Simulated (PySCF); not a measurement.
Compound: C6H6FN.
Cartesian coordinates in Å at the GFN2-xTB level; atoms count from 1:
```xyz
14
C6H6FN angstrom
C      1.8327   -1.6744    1.3318
C      1.3236   -0.9168    0.5569
C      0.6459   -0.0284   -0.3516
C      0.1680    1.3337    0.2080
C     -1.2353    1.0683   -0.3614
F     -2.2747    1.2574    0.5069
C     -0.8252   -0.3619   -0.6309
N     -1.5091   -1.3670   -0.8871
H      2.3042   -2.3248    2.0060
H      1.2163    0.0674   -1.2800
H      0.1537    1.3474    1.2958
H      0.6803    2.2160   -0.1665
H     -1.4778    1.6276   -1.2721
H     -1.0031   -2.2452   -0.9780
```

The closed-shell SCF was solved with PySCF and density fitting under several settings on one GFN2-xTB geometry (grid level 2 and gas phase unless stated).

```tsv
settings	basis functions	SCF cycles	E (Eh)	HOMO (eV)	LUMO (eV)	dipole (D)
PBE0/pcSseg-1	166	15	-386.2414	-7.42	-0.87	3.05
PBE0/def2-SVPD	211	15	-386.0210	-7.48	-1.03	3.17
```

Estimate the rows for these settings: (1) PW91/def2-SVP; (2) PBE0/Sadlej pVTZ, start guess huckel.

```
                            settings  basis functions  SCF cycles     E (Eh)  HOMO (eV)  LUMO (eV)  dipole (D)
                       PW91/def2-SVP              142          16  -386.2871      -5.84      -1.80        2.63
PBE0/Sadlej pVTZ, start guess huckel              246          17  -386.3737      -7.46      -1.09        3.09
```

Over all rows, what range does the HOMO–LUMO gap span?

From 4.04 eV (PW91/def2-SVP) to 6.55 eV (PBE0/pcSseg-1). The functional of the narrowest has no exact exchange, that of the widest 25 % exact exchange.

Compare two rows with the functional PBE0: PBE0/pcSseg-1 and PBE0/def2-SVPD. Which energy is lower, and by how much?

PBE0/pcSseg-1 (166 functions) lies 0.2204 Eh or 138 kcal/mol below PBE0/def2-SVPD (211 functions). The smaller set gives the lower energy; the two sets aren't nested, so the variational bound doesn't order them by size.

Whole jobs, the steps after the SCF included, on AMD EPYC 7R13, one thread, on a shared host:

```csv
settings,work after the SCF,wall time,peak memory
PBE0/pcSseg-1,"shieldings, ring-centre shieldings, charges and field gradients, density and orbital grids written",21 s,0.74 GiB
PBE0/def2-SVPD,"6 singlets by full TDDFT, 2 Tamm–Dancoff triplets, polarisability, density and orbital grids written",27 s,0.86 GiB
PW91/def2-SVP,"shieldings, ring-centre shieldings, charges and field gradients",21 s,0.64 GiB
"PBE0/Sadlej pVTZ, start guess huckel","shieldings, ring-centre shieldings",42 s,0.92 GiB
```

Cycle counts include a coarse-grid stage where the run had one.

One conformer stands for the species.
